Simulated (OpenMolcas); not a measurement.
**Fe2+: ligand-field states by method**

Fe2+ with 6 ligands (fluoride) in octahedral coordination (Oh) at 2.18 Å. A charge of +0.667 e stands 2.8 Å behind each ligand. Ligand basis ANO-RCC-VDZP.
```
Fe    0.0000    0.0000    0.0000
F     2.1800    0.0000    0.0000
F     0.0000    2.1800    0.0000
F    -2.1800    0.0000    0.0000
F     0.0000   -2.1800    0.0000
F     0.0000    0.0000    2.1800
F     0.0000    0.0000   -2.1800
```

* Program: OpenMolcas 26.06
* Basis: ANO-RCC-VDZP [5s4p2d1f]
* Scalar Hamiltonian: DKH2, point nucleus
* Active space: 6 electrons in 5 orbitals (3d)
* State averaging: 2S+1 = 5 even, 5 roots; 2S+1 = 3 even, 45 roots; 2S+1 = 1 even, 50 roots
* Spin-orbit coupling: state interaction with AMFI integrals over the reference wave functions

I. CASSCF
II. SS-CASPT2, IPEA 0.25 Eh, imaginary shift 0.1 Eh (closed shells correlated: 3s 3p and the ligand valence shells)

Spin-free states (labels of O, the rotations of Oh) in cm-1, each column counted from its own energy of the first state listed:

| State | Degeneracy | I | II |
| --- | --- | --- | --- |
| 5T2 | 3 | 0 | 0 |
| 5E | 2 | 5125 | 6160 |
| 3T1 | 3 | 19356 | 17390 |
| 3T2 | 3 | 21408 | 18860 |
| 3T1 | 3 | 23098 | 21150 |
| 3E | 2 | 25042 | 23250 |
| 3T1 | 3 | 26070 | 22410 |
| 3T2 | 3 | 26089 | 22800 |
| 1A1 | 1 | 26193 | 23980 |
| 3A2 | 1 | 28800 | 25360 |
| 3T1 | 3 | 29033 | 27200 |
| 3T2 | 3 | 29070 | 25760 |
| 1T1 | 3 | 29468 | 27080 |
| 3E | 2 | 30432 | 28220 |
| 3A1 | 1 | 32512 | 30460 |
| 1T2 | 3 | 32590 | 29740 |
| 3T1 | 3 | 33722 | 32960 |
| 1E | 2 | 34462 | 31320 |
| 1A1 | 1 | 35303 | 31360 |
| 1T2 | 3 | 36403 | 33810 |

From I to II, I's first state of the same spin (5E) moves from 5125 to 6160 cm-1, by about +1000 cm-1.

From I to II, I's first state of another spin (3T1) moves from 19356 to 17390 cm-1, by about -2000 cm-1.

χT at 300 K: I 4.17, II 4.14 cm3 K/mol.

Roots that are degenerate in the reference are averaged as groups; the widest CASPT2 spread within a group is 200 cm-1 (the 2-fold group of multiplicity 1 near 31300 cm-1 above the lowest state of its run, II). Shifts and gaps below about the spread of the groups concerned are not significant. Over all roots computed the reference weight is 0.70 to 0.71 in II; a low but even weight reflects the number of correlated electrons. An orbital triplet at a regular site is open to Jahn-Teller coupling, which can distort the site and quench the lowest spin-orbit gaps and is left out. Ligand-to-metal charge-transfer states are missing. Without dynamic correlation the repulsion within the d shell is too large (B by tens of per cent), so at a given field states of lower spin stand too high (holds for I). With no ligand orbital active B as a rule stays too high, so bands that hang on it stand too high and its fall with covalency is understated (holds for I). With metal d orbitals alone and no dynamic correlation the field as a rule comes out too small, by tens of per cent, by up to half for chloride and softer ligands, and with too little covalency χT stands high (holds for I). A single d shell leaves out the double-shell effect, which counts most for late 3d ions, where the CASPT2 field can be off either way by tens of per cent (holds for II). These CASPT2 states fit no ligand-field parameters well, so their order and spin gaps are uncertain (holds for II). For late 3d ions with one d shell CASPT2 can put B and the spin-flip bands somewhat low as well as high (holds for II). With one d shell and no ligand orbital active, 10Dq can be off by tens of per cent for divalent 3d ions, low with halides held by bare charges and at times high in hosts (holds for II). Free-ion shares, where given, are those of the reference states; single-state CASPT2 does not remix them (holds for II). The distance lies 4 % over the 2.09 Å that this model takes as the normal distance (a Shannon-type radius plus a fixed donor radius); by an R⁻⁵ law this alone changes a d-shell field by about -19 %. No measured value stands beside these numbers; the geometry is a model, was not optimised and need not be the one that this ion takes.
